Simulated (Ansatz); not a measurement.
CH4B2FN, SMILES `B/C=N\BF`. Total charge 0; spin multiplicity 1.

Cartesian coordinates in Å:
```
B 0.417 -0.737 0.966
C 1.208 -0.419 -0.310
N 0.228 0.238 -0.740
B -1.018 0.863 -0.627
F -2.092 0.304 -1.179
H 0.495 0.038 1.872
H -0.291 -1.696 0.988
H 2.147 -0.532 -0.850
H -1.094 1.941 -0.119
```

Problem. What are the harmonic wavenumbers in cm⁻¹ at PBE0-D4/def2-TZVP (Ansatz, finite differences of forces, unscaled)? (Estimate.)

Solution. Computed: 75, 163, 190, 274, 476, 614, 764, 859, 902, 953, 976, 1044, 1090, 1180, 1297, 1353, 1846, 2592, 2652, 2695, 3141.

Problem. Is this a minimum?

Solution. Yes, all 21 modes are real.

Problem. Give the ideal-gas thermochemistry at 298.15 K and 1 bar (rigid rotor, harmonic oscillator; point group C1, symmetry number 1).

Solution. Zero-point energy 150.4 kJ/mol; H(298) − E = 168.7 kJ/mol; entropy 319.8 J/(mol·K), of which translation 162.0, rotation 105.7, vibration 52.2; G(298) − E = 73.4 kJ/mol. Modes under 100 cm⁻¹ are hindered rotations or soft bends, so the harmonic entropy is rough.
